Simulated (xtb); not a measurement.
Ga(Cl)(Br)(OH) (BrClGaHO), SMILES [OH][Ga]([Cl])[Br]. All values are semi-empirical tight-binding results from xtb (GFN2-xTB unless named), good for trends rather than for accurate numbers. Geometry optimised at GFN2-xTB. The structure was generated by enumeration; whether it is a known compound was not checked. One conformer was computed; it need not be the lowest.

Optimised geometry:

Bond lengths (Å): Ga1–Cl2 2.086, Ga1–Br3 2.256, Ga1–O4 1.738, O4–H5 0.956. Bond angles (°): Cl2–Ga1–Br3 127.0, Cl2–Ga1–O4 122.5, Br3–Ga1–O4 110.5, Ga1–O4–H5 128.2.

For metal compounds this method's bond lengths and energies can be far off.

Computed properties:
```json
{
  "point_group_as_xtb_finds_it": "Cs",
  "orbital_gap": "3.99 eV",
  "zero_point_energy": "8.7 kcal/mol",
  "G − E(el) at 298.15 K (modified RRHO)": "-12.0 kcal/mol"
}
```

**Question.** Give the atomic charges and the Wiberg bond orders between heavy atoms. (Estimate from the structure and the level; the computed values follow.)

**Answer.** charges (e) Ga1 0.09, Cl2 -0.03, Br3 0.02, O4 -0.42, H5 0.33. Bond orders Ga1–Cl2 1.26, Ga1–Br3 1.27, Ga1–O4 1.25.
